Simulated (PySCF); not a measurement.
ClH3SSi. Atoms are numbered in the order given.

```xyz
6

Si    -0.4824    -0.5510     0.2238
S      1.5160    -0.8851    -0.4384
Cl    -1.0350     1.4380     0.1377
H     -1.3350    -1.3141    -0.7030
H     -0.6597    -0.9736     1.6239
H      2.0870    -0.2825     0.6196
```

The structure is a stationary point at B3LYP-D3(BJ)/def2-TZVP. One conformer was computed; it need not be the lowest.

Level of theory: PBE0/pcSseg-2 (PySCF).

GIAO shieldings, no solvent; atoms listed in one row are averaged. δ = σ(ref) − σ: ²⁹Si against TMS (σ = 341.9 ppm); ³³S against H2S (σ = 711.3 ppm); ³⁵Cl against HCl (σ = 943.3 ppm); ¹H against TMS (σ = 31.54 ppm), references at their B3LYP-D3(BJ)/def2-TZVP geometries, non-relativistic (without spin–orbit terms, shifts of atoms bonded to Cl or Br come out too high).

```csv
nucleus,atoms,count,δ (ppm)
²⁹Si,Si1,1,-5.6
³³S,S2,1,42.3
³⁵Cl,Cl3,1,44.6
¹H,H5,1,5.91
¹H,H4,1,5.65
¹H,H6,1,1.30
```
